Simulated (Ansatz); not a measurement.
Cost and result for the atomization energy of CH4BFO2 (`OBOCF`) (9 atoms, 8 bonds).

```xyz
9

O    -0.835    0.365   -2.101
B    -0.414    0.545   -0.833
O    -0.084   -0.547   -0.074
C     0.441   -0.389    1.192
F     1.808   -0.366    1.121
H    -0.834   -0.561   -2.365
H    -0.354    1.653   -0.385
H     0.153   -1.252    1.797
H     0.118    0.552    1.648
```

Charge 0, multiplicity 1. All single points use the PBE0-D4/def2-TZVP geometry. It is one conformer, not always the lowest. Program: Ansatz. All runs use 2 threads of an Arm Neoverse V2 on a shared host. Times are those of one run each, without the atoms' runs, and a repeat can differ threefold. Electronic energies, without spin–orbit coupling; frozen cores. CCSD(T)/CBS adds CCSD(T) − MP2 in def2-TZVPP to the MP2 limit, and its time is that of the two runs behind it. T1 = 0.013. B3LYP takes the VWN-RPA correlation (the form of Gaussian; ORCA's B3LYP/G).

CCSD(T)/CBS is a level of theory with its own doubt, some kJ/mol a heavy atom from the limit and from the frozen cores, so smaller differences don't rank the functionals.

| level | functions | wall time | atomization (kcal/mol) | difference from CCSD(T)/CBS | per bond |
| --- | --- | --- | --- | --- | --- |
| LDA (SPW92)/def2-TZVPP | 211 | 1.1 s | 1030.7 | 148.2 | 18.5 |
| BLYP-D4/def2-TZVPP | 211 | 1.9 s | 886.3 | 3.8 | 0.5 |
| PBE-D4/def2-TZVPP (with forces) | 211 | 2.4 s | 906.9 | 24.4 | 3.1 |
| B3LYP-D4/def2-TZVPP (with forces) | 211 | 3.3 s | 881.9 | -0.6 | -0.1 |
| r2SCANh-D4/def2-TZVPP | 211 | 4.1 s | 879.0 | -3.5 | -0.4 |
| CCSD(T)/def2-SVP | 90 | 4.4 s | 840.7 | -41.8 | -5.2 |
| r2SCAN-D4/def2-TZVPP (with forces) | 211 | 4.5 s | 887.3 | 4.8 | 0.6 |
| ωB97X-V/def2-TZVPP | 211 | 7.5 s | 883.5 | 1.0 | 0.1 |
| B97M-V/def2-TZVPP | 211 | 9.5 s | 882.4 | -0.1 | 0.0 |
| ωB97M-V/def2-TZVPP (with forces) | 211 | 9.5 s | 886.8 | 4.3 | 0.5 |
| MP2/def2-QZVPP | 405 | 19 s | 900.4 | 17.9 | 2.2 |
| CCSD(T)/def2-TZVPP | 211 | 110 s | 859.8 | -22.7 | -2.8 |
| CCSD(T)/CBS(def2) | – | 2.2 min | 882.5 | 0.0 | 0.0 |

The D4 term adds +4.5 kcal/mol with B3LYP and +2.3 kcal/mol with PBE0; it sums over pairs of atoms, weighted by their polarisabilities, and B3LYP, whose exchange is more repulsive, gets the larger term. From PBE to PBE0 (25 % exact exchange), in def2-TZVPP and without D4, the atomization energy moves by −23.9 kcal/mol: exact exchange takes away binding that semilocal exchange gives to molecules. At CCSD(T), def2-SVP lies −41.8 kcal/mol from the extrapolated value and def2-TZVPP −22.7 kcal/mol: correlation converges slowly with the basis, and small sets miss more of it in the bonded molecule than in its fragments.
